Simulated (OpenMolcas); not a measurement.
# InNH2F2 (SMILES [NH2][In]([F])[F]): methods side by side

InNH2F2 has 6 atoms, charge 0, and is taken as a singlet. As SMILES, `[NH2][In]([F])[F]`. Geometry: relaxed at PBE0-D4/def2-TZVP.

Quantity: the vertical electron affinity (to the doublet anion), in eV. The values are calculated.

The electron affinity is E(neutral) − E(anion): positive where the electron is bound.

```json
{"level": "HF/def2-SVPD (core potential)", "kind": "Hartree–Fock", "program": "OpenMolcas", "value (eV)": "-0.12", "CPU time (all runs)": "50 s"}
{"level": "SVWN5/def2-SVPD (core potential)", "kind": "LDA", "program": "OpenMolcas", "value (eV)": "0.98", "CPU time (all runs)": "1.7 min"}
{"level": "PBE/def2-SVPD (core potential)", "kind": "GGA", "program": "OpenMolcas", "value (eV)": "0.77", "CPU time (all runs)": "2.5 min"}
{"level": "revPBE/def2-SVPD (core potential)", "kind": "GGA", "program": "OpenMolcas", "value (eV)": "0.67", "CPU time (all runs)": "2.5 min"}
{"level": "TPSS/def2-SVPD (core potential)", "kind": "meta-GGA", "program": "OpenMolcas", "value (eV)": "0.61", "CPU time (all runs)": "3.5 min"}
{"level": "r2SCAN/def2-SVPD (core potential)", "kind": "meta-GGA", "program": "OpenMolcas", "value (eV)": "0.67", "CPU time (all runs)": "3.3 min"}
{"level": "BHLYP/def2-SVPD (core potential)", "kind": "global hybrid", "program": "OpenMolcas", "value (eV)": "0.57", "CPU time (all runs)": "2 min"}
{"level": "M06-2X/def2-SVPD (core potential)", "kind": "hybrid meta-GGA", "program": "OpenMolcas", "value (eV)": "0.52", "CPU time (all runs)": "2.9 min"}
```

Spin-orbit coupling, which can split open shells on such heavy atoms by tenths of an eV, is left out. Where it was recorded, the anion's HOMO is positive in SVWN5/def2-SVPD, PBE/def2-SVPD, revPBE/def2-SVPD, TPSS/def2-SVPD, r2SCAN/def2-SVPD, BHLYP/def2-SVPD, M06-2X/def2-SVPD: a fault of the level (basis or self-interaction), which says nothing on whether the real anion is bound. The values span -0.12 to 0.98 eV. Times are those of the runs behind each value, whatever else they computed, on shared processors of several kinds: orders of magnitude only.
